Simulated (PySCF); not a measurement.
Two-component Hartree-Fock for Re⁵⁰⁺ (rhenium, charge +50)

Start: [Ar] 3d7; 3d3/2 filled at m_j = -3/2, -1/2, +1/2, +3/2; 3d5/2 filled at m_j = +1/2, +3/2, +5/2. Calculated with PySCF 2.14 in an even-tempered Gaussian basis (15 s from 13 bohr⁻², ratio 2.8; 13 p from 17 bohr⁻², ratio 2.8; 8 d from 17 bohr⁻², ratio 2.8; 3 f from 60 bohr⁻², ratio 3): generalised Hartree-Fock with the X2C-1e Hamiltonian and a Gaussian nucleus; one run each with spin-orbit coupling (SO) switched off, then screened by Boettger's factors.

```json
{"spinor shell": "1s1/2", "electrons": "2", "ε, spin-free (eV)": "-75029.9", "ε, screened SO (eV)": "-75004.4", "weight of nominal j (screened SO)": "1.000", "rms radius, screened SO (bohr)": "0.0204"}
{"spinor shell": "2s1/2", "electrons": "2", "ε, spin-free (eV)": "-15523.9", "ε, screened SO (eV)": "-15514.4", "weight of nominal j (screened SO)": "1.000", "rms radius, screened SO (bohr)": "0.0821"}
{"spinor shell": "2p1/2", "electrons": "2", "ε, spin-free (eV)": "-13930.1", "ε, screened SO (eV)": "-14972.8", "weight of nominal j (screened SO)": "1.000", "rms radius, screened SO (bohr)": "0.0697"}
{"spinor shell": "2p3/2", "electrons": "4", "ε, spin-free (eV)": "-13930.1", "ε, screened SO (eV)": "-13505.4", "weight of nominal j (screened SO)": "1.000", "rms radius, screened SO (bohr)": "0.0770"}
{"spinor shell": "3s1/2", "electrons": "2", "ε, spin-free (eV)": "-5621.7", "ε, screened SO (eV)": "-5618.8", "weight of nominal j (screened SO)": "1.000", "rms radius, screened SO (bohr)": "0.204"}
{"spinor shell": "3p1/2", "electrons": "2", "ε, spin-free (eV)": "-5136.4", "ε, screened SO (eV)": "-5394.0", "weight of nominal j (screened SO)": "1.000", "rms radius, screened SO (bohr)": "0.195"}
{"spinor shell": "3p3/2", "electrons": "4", "ε, spin-free (eV)": "-5136.4", "ε, screened SO (eV)": "-5029.3", "weight of nominal j (screened SO)": "1.000", "rms radius, screened SO (bohr)": "0.209"}
{"spinor shell": "3d3/2", "electrons": "4", "ε, spin-free (eV)": "-4649.5", "ε, screened SO (eV)": "-4690.3", "weight of nominal j (screened SO)": "0.993", "rms radius, screened SO (bohr)": "0.181"}
{"spinor shell": "3d5/2", "electrons": "3", "ε, spin-free (eV)": "-4649.5", "ε, screened SO (eV)": "-4616.6", "weight of nominal j (screened SO)": "0.994", "rms radius, screened SO (bohr)": "0.184"}
```

```tsv
quantity	spin-free	screened SO
E (hartree)	-14624.42455	-14647.53286
M_J	9/2	9/2
⟨J²⟩	24.750	24.750
⟨L²⟩	12.000	16.000
⟨S²⟩	3.750	2.543
```

Each row is a mean over spinors that exchange with the open shell spreads, by up to 42.439 eV (3p3/2).

Breit and QED terms are absent; they matter most for the inner s and p1/2 levels.

Densities and radii are taken from the X2C orbitals without a picture-change correction, which distorts them close to the nucleus.

Without spin-orbit coupling the j labels of p, d and f shells carry no meaning; the spin-free column gives the mean over the occupied spinors of each nl shell.
